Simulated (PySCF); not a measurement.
A run for PySCF: R-HF/STO-3G on CH3ClSi (SMILES C[Si]Cl), a point of a torsion scan.

```python
from pyscf import gto, scf, dft, mp
from pyscf.data.elements import chemcore

mol = gto.M(
    atom='''
    C    -0.60747796   -0.00638843   -0.01618809
    Si    0.97137643    1.08235106   -0.08862321
    Cl    2.35417110   -0.32504471   -0.77104342
    H    -0.79401258   -0.33001676    1.00764875
    H    -1.48489057    0.55615147   -0.33071094
    H    -0.53880521   -0.89876457   -0.63857457
    ''',
    basis='sto-3g',
    charge=0, spin=0, verbose=3, max_memory=1800)
mf = scf.RHF(mol)
mf.conv_tol = 1e-8
mf.max_cycle = 100
mf.kernel()
if not mf.converged:
    mf = mf.newton().run(mf.mo_coeff, mf.mo_occ)
```

It printed:

```
converged SCF energy = -779.358770297274
```

Self-consistency was reached.

Cost: roughly 0.3 core-seconds.
